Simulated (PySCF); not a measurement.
Ge(H)3(OAc) (C₂H₆GeO₂), SMILES O=C([O][GeH3])C.

The structure is a stationary point at B3LYP-D3(BJ)/def2-SVP.

Two levels are set side by side: TDA-PBE/def2-SVPD (PySCF) and TDA-M06-2X/def2-SVPD (PySCF). Vertical, same geometry. The lowest singlet is HOMO→LUMO 100 % with PBE and HOMO→LUMO+2 88 % with the other functional; states are paired by order. Differences are taken from unrounded values.

```tsv
quantity	TDA-PBE
lowest singlet excitation (eV)	5.60
lowest triplet excitation (TDA) (eV)	5.09
```

Problem. These are the TDA-PBE values. What does TDA-M06-2X give? (An estimate is asked for; the answer gives what the named calculation found.)

Solution. 
```csv
quantity,TDA-M06-2X,TDA-PBE minus TDA-M06-2X
lowest singlet excitation (eV),5.77,-0.17
lowest triplet excitation (TDA) (eV),5.34,-0.26
```

Rough cost on one machine, each run with all the roots and properties that it gave: TDA-M06-2X against TDA-PBE about 9 times.
